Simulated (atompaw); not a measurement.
# How hard is this Re (Z = 75) PAW (atompaw) potential?

- Element: Re (Z = 75)
- Generator: atompaw 4.2.0.5
- Type: PAW
- Functional: PBE
- Relativity: scalar-relativistic
- Frozen core: [Xe] 4f14
- Valence charge: 7
- Reference configuration: 5d5 6s0 6p0 (charge +2)
- Partial waves: 6s (bound, empty): rc 2.00 bohr; 6s channel at 3.3 Ry: rc 2.00 bohr; 6p (bound, empty): rc 2.75 bohr; 6p channel at -0.15 Ry: rc 2.75 bohr; 5d (bound): rc 2.75 bohr; 5d channel at -0.85 Ry: rc 2.75 bohr
- Local potential: troulliermartins scheme with l = 3 at 0 Ry, radius 2.45 bohr
- Core correction: smooth core density matched at 2.00 bohr
- Augmentation charge: besselshape compensation charge, radius 2.75 bohr; PAW radius 2.75 bohr; waves and projectors: custom polynom gramschmidtortho

The pseudo-atom Hamiltonian at the reference potential is diagonalised in spherical Bessel functions j_l(qr) that vanish at 20 bohr, with q² up to the cutoff. All-electron valence levels (Ry): 6s -1.4750, 6p -0.9843, 5d -1.5741.

**Question.** How do the lowest levels (Ry) of each channel move with the cutoff, and are there ghosts?

**Answer.**

```csv
cutoff (Ry),s #1,s #2,p #1,p #2,p #3,d #1,f #1,f #2,Σ f·Δε (mRy)
8,-12.8543,-1.4336,-1.4243,-0.9763,-0.4028,-1.5299,-0.3137,-0.1768,220.7
10,-13.9842,-1.4637,-3.0883,-0.9839,-0.4039,-1.5670,-0.3145,-0.1774,35.3
12,-14.3476,-1.4727,-3.9582,-0.9840,-0.4039,-1.5727,-0.3151,-0.1779,6.8
15,-14.4020,-1.4743,-4.4413,-0.9841,-0.4039,-1.5729,-0.3157,-0.1783,5.9
18,-14.4233,-1.4744,-4.5412,-0.9842,-0.4040,-1.5735,-0.3159,-0.1784,2.8
21,-14.4975,-1.4746,-4.5766,-0.9842,-0.4040,-1.5739,-0.3160,-0.1785,0.9
25,-14.6100,-1.4748,-4.5876,-0.9842,-0.4040,-1.5740,-0.3161,-0.1786,0.4
30,-14.7734,-1.4749,-4.5880,-0.9842,-0.4040,-1.5740,-0.3161,-0.1786,0.3
400,-14.8823,-1.4750,-4.5893,-0.9842,-0.4040,-1.5741,-0.3161,-0.1786,0.0
```

Result: ghost states, extra bound levels that the all-electron valence spectrum of the same l lacks: s at -202.5 eV, p at -62.4 eV (a true bound ghost makes a file unfit for plane-wave use); 10 mRy is reached at 12 Ry and 1 mRy at 21 Ry.
